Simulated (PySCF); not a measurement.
CH5O (SMILES C[OH2+]), charge +1, singlet, at a GFN2-xTB geometry. Base run: SVWN5/def2-SVP (PySCF).

Geometry (Å):
```xyz
7

C     -0.0193     0.7511     0.0009
O     -0.0195    -0.7100     0.0731
H     -1.0539     1.0848     0.0621
H      0.8996    -1.0560     0.0662
H      0.5255     1.1244     0.8667
H      0.4399     1.1124    -0.9182
H     -0.5397    -1.0921    -0.6670
```
Charge +1, spin multiplicity 1.
All else is at PySCF's defaults.
Base energy -114.98829 Eh.

Each row names what was changed in the base input (with any setting that the change needs).

| change | ΔE vs base (µEh) | grid points | electrons on the grid |
|---|---|---|---|
| base | 0.0 | 77240 | 18.00001 |
| grids.level = 1 | -12.7 | 22720 | 18.00013 |
| small_rho_cutoff = 0 | 0.0 | 77240 | 18.00001 |
| grids.atom_grid = (99, 590) | 2.0 | 228576 | 18.00000 |
| grids.prune = off | 0.0 | 120800 | 18.00001 |
| grids.level = 4 | 2.0 | 135408 | 18.00000 |
| grids.prune = dft.gen_grid.treutler_prune | -0.8 | 65976 | 18.00002 |
| grids.radi_method = gauss_chebyshev | 0.0 | 75872 | 18.00001 |
| grids.atom_grid = (75, 302) | 0.0 | 102392 | 18.00001 |
| grids.prune = dft.gen_grid.sg1_prune | -1.3 | 34304 | 18.00001 |
| grids.atom_grid = (150, 974) | 1.9 | 571504 | 18.00000 |
